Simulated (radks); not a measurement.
The numbers below are computed, except where a source is named.
Question: The mean radii <r> (bohr) of the occupied orbitals of an atom or ion are listed with their occupations. Level of theory: Dirac Kohn-Sham, SOGGA, spin-unpolarised, spherical densities, finite nucleus; Fermi nuclear charge, rms radius of each element as measured or else 0.836 A^(1/3) + 0.57 fm (a radial shooting solver on a logarithmic mesh with Libxc functionals).

orbital      occ.      <r>
1s1/2           2  0.03041
2s1/2           2   0.1313
2p1/2           2   0.1112
2p3/2           4   0.1164
3s1/2           2   0.3583
3p1/2           2   0.3496
3p3/2           4   0.3606
3d3/2           4   0.3327
3d5/2           6   0.3362
4s1/2           2   0.8761
4p1/2           2   0.9330
4p3/2           4   0.9628
4d3/2         3.6    1.201
4d5/2         5.4    1.215
5p1/2    0.333333    2.813
5p3/2    0.666667    2.896

Name the element and its charge. Open shells, if any, are shared by 2j + 1.

Answer: Z = 48, cadmium, charge +2: Cd2+ in [Kr] 4d9 5p1. The 1s radius gives Z: for a bare nucleus <r> = (2 gamma + 1)/(2Z) with gamma = sqrt(1 - (Z/c)^2), 0.02993 bohr for Z = 48, and screening makes it slightly larger (0.03041 here). The occupations add up to 46, and the charge is Z minus that.
